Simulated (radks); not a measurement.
Problem. Radial electron density D(r) = 4 pi r^2 rho(r) of an atom or ion with 15 electrons. Calculated with a radial shooting solver on a logarithmic mesh with Libxc functionals: scalar-relativistic Kohn-Sham, LDA (Slater exchange, Perdew-Zunger correlation), spin-polarised, spherical densities, finite nucleus; Fermi nuclear charge, rms radius of each element as measured or else 0.836 A^(1/3) + 0.57 fm.

| r (bohr) | D(r) (e/bohr) | spin D(r) |
|---|---|---|
| 0.005701 | 1.578 | -0.000193 |
| 0.007364 | 2.460 | -0.000138 |
| 0.009513 | 3.764 | 0.000227 |
| 0.01229 | 5.625 | 0.00150 |
| 0.01587 | 8.153 | 0.00523 |
| 0.0205 | 11.36 | 0.0152 |
| 0.02649 | 15.05 | 0.0404 |
| 0.03421 | 18.68 | 0.101 |
| 0.0442 | 21.38 | 0.236 |
| 0.05709 | 22.12 | 0.523 |
| 0.07375 | 20.41 | 1.08 |
| 0.09526 | 17.04 | 2.05 |
| 0.1231 | 14.26 | 3.49 |
| 0.1577 | 14.23 | 5.17 |
| 0.2037 | 16.82 | 6.55 |
| 0.2631 | 18.65 | 6.65 |
| 0.3399 | 16.14 | 5.10 |
| 0.4391 | 10.20 | 3.03 |
| 0.5672 | 5.916 | 2.34 |
| 0.7326 | 5.765 | 3.26 |
| 0.9464 | 6.271 | 3.74 |
| 1.222 | 4.347 | 2.56 |
| 1.579 | 1.996 | 1.31 |
| 2.04 | 1.289 | 1.16 |
| 2.635 | 1.072 | 1.06 |
| 3.404 | 0.4798 | 0.479 |
| 4.397 | 0.08651 | 0.0865 |
| 5.68 | 0.005260 | 0.00526 |

What is the nuclear charge?

Solution. Z = 19. The innermost maximum, from 1s, lies near gamma/Z bohr with gamma = sqrt(1 - (Z/c)^2) = 0.990, here 0.0521 bohr (found: 0.0544), and its height grows with Z. The density is that of the potassium ion K4+ in [He] 2s2 2p4 3s2 3p3 4p2; the configuration itself is not fixed sharply by these data, and Z only to about a unit. D(r) has 3 maxima, at r = 0.0544, 0.263, 0.895 bohr, and minima at 0.140, 0.645 bohr, inside which lie 2.21, 8.32 electrons.
